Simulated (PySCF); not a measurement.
A species of formula C5H5ClNPS has this rotational fingerprint, computed with PBE0/def2-SVPD in PySCF (dipole) on a GFN2-xTB geometry, gas phase:

| Quantity | Value |
| --- | --- |
| Rotational constants | A = 2114, B = 644.7, C = 495.6 MHz |
| Dipole components | \|μa\| = 3.37 D, \|μb\| = 0.10 D, \|μc\| = 0.00 D |
| Inertial defect | -3.22 u·Å² |
| κ | -0.82 |

Task: Which candidate fits, each taken in the one conformer that was computed?
A. `[CH3:1][S:2][c:3]1[cH:4][cH:5][p:6][c:7]([Cl:8])[n:9]1` with C1–S2–C3–C4 180°
B. `[CH3:1][S:2][c:3]1[cH:4][cH:5][n:6][c:7]([Cl:8])[p:9]1` with C1–S2–C3–C4 180°

Result: B. It is CSc1ccnc(Cl)p1, an asymmetric top, point group Cs. The candidates at the same level (rigid rotor, commonest isotopes):

```csv
SMILES,A (MHz),B (MHz),C (MHz),μa (D),μb (D),μc (D),Δ (u·Å²),point group,rotor
CSc1ccpc(Cl)n1,1530,765.3,511.8,1.82,1.07,0.00,-3.20,Cs,asymmetric top
CSc1ccnc(Cl)p1,2114,644.7,495.6,3.37,0.10,0.00,-3.22,Cs,asymmetric top
```

`CSc1ccpc(Cl)n1` has A 28 % too low. In the right answer the mirror of this Cs structure is the ab plane, so μc vanishes by symmetry. No structure here is proved a minimum.
